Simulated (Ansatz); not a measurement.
Consider the redistribution: `[SeH][SiH]1BO1` + `C[O][SnH2][SH]` → `C[O][SnH2][SeH]` + `S[SiH]1BO1`.

Program: Ansatz. Geometries: PBE0-D4/def2-TZVP. ΔE: electronic, gas phase. CCSD(T)/CBS adds triple-zeta CCSD(T) − MP2 to the extrapolated MP2 energy (def2 sets, frozen cores). Functionals use def2-TZVPP. B3LYP here is the variant with VWN-RPA as its local correlation; programs differ in this. def2 core potentials past Kr. For Se, Sn outer-core shells are correlated without core-valence functions, which leaves a few kJ/mol of doubt a bond. Scalar relativity is left out up to krypton. Each species was taken in one conformer, which may not be the lowest.

`[SeH][SiH]1BO1`:

```xyz
7

Se    1.084   -1.929    0.137
Si   -0.283   -0.189   -0.296
B     0.289    1.616   -0.389
O    -0.154    1.174    0.797
H     0.040   -2.698    0.828
H    -1.688   -0.649   -0.341
H     0.711    2.673   -0.734
```

`C[O][SnH2][SH]`:

```xyz
10

C     1.709    0.415    0.257
O     0.747   -0.440   -0.304
Sn   -1.116   -0.330    0.313
S    -2.423   -1.317   -1.417
H     2.618    0.353   -0.347
H     1.971    0.131    1.286
H     1.390    1.468    0.270
H    -1.435    1.336    0.521
H    -1.317   -1.281    1.713
H    -2.145   -0.335   -2.291
```

`C[O][SnH2][SeH]`:

Z-matrix (Å, degrees):
```
C
O 1 1.405
H 1 1.100 2 112.4
H 1 1.098 2 112.3 3 122.2
H 1 1.094 2 108.2 3 -118.8
Sn 2 1.963 1 119.7 3 -63.2
Se 6 2.527 2 108.8 1 -55.2
H 6 1.696 2 103.6 1 -172.6
H 6 1.707 2 108.1 1 63.0
H 7 1.469 6 91.5 2 95.7
```

`S[SiH]1BO1`:

```xyz
7

S    -0.834    1.314   -1.430
Si   -0.425   -0.020    0.160
B     0.870   -1.398    0.074
O     1.263   -0.216    0.574
H    -1.151    2.352   -0.637
H    -1.184    0.384    1.363
H     1.460   -2.416   -0.105
```

Q: Is it downhill or uphill in electronic energy at CCSD(T)/CBS, and by how much? (An estimate is asked.)

A: The calculation gave: Downhill: ΔE = -0.21 eV.

Q: What do these levels give: PBE-D4, r2SCAN-D4, PBE0-D4, ωB97X-V, ωB97M-V, PBE, PBE0, B3LYP, SCS-MP2/def2-TZVPP, CCSD/def2-TZVPP, MP2/def2-QZVPP, MP2/CBS(def2)? (Best estimate.)

A: Computed: PBE-D4 -0.21, r2SCAN-D4 -0.21, PBE0-D4 -0.21, ωB97X-V -0.21, ωB97M-V -0.21, PBE -0.20, PBE0 -0.20, B3LYP -0.20, SCS-MP2/def2-TZVPP -0.19, CCSD/def2-TZVPP -0.19, MP2/def2-QZVPP -0.21, MP2/CBS(def2) -0.22 eV.

Largest T1 diagnostic among the species: 0.016.
